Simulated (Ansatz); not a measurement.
Basis-set series for BBrGeH4, SMILES `[BH2][GeH2][Br]`. Charge 0, multiplicity 1. All single points use the PBE0-D4/def2-TZVP geometry.

```json
{"functional": "PBE0-D4", "basis": "def2-TZVPP", "functions": "183", "energy (Eh)": "-4677.82473", "HOMO (eV)": "-7.88", "LUMO (eV)": "-2.84"}
{"functional": "PBE0-D4", "basis": "def2-QZVPP", "functions": "355", "energy (Eh)": "-4677.92383", "HOMO (eV)": "-7.89", "LUMO (eV)": "-2.85"}
{"functional": "ωB97M-V", "basis": "def2-TZVPP", "functions": "183", "energy (Eh)": "-4678.13443", "HOMO (eV)": "-10.04", "LUMO (eV)": "-0.87"}
{"functional": "ωB97M-V", "basis": "def2-QZVPP", "functions": "355", "energy (Eh)": "-4678.23056", "HOMO (eV)": "-10.05", "LUMO (eV)": "-0.91"}
```

Task: Give the rows for def2-SVP. (Estimate.)

Result: The calculation gave: 
```csv
functional,basis,functions,energy (Eh),HOMO (eV),LUMO (eV)
PBE0-D4,def2-SVP,98,-4677.21999,-7.76,-2.80
ωB97M-V,def2-SVP,98,-4677.52853,-9.89,-0.73
```

Scalar relativity is left out up to krypton.

Program: Ansatz 0.2.0.
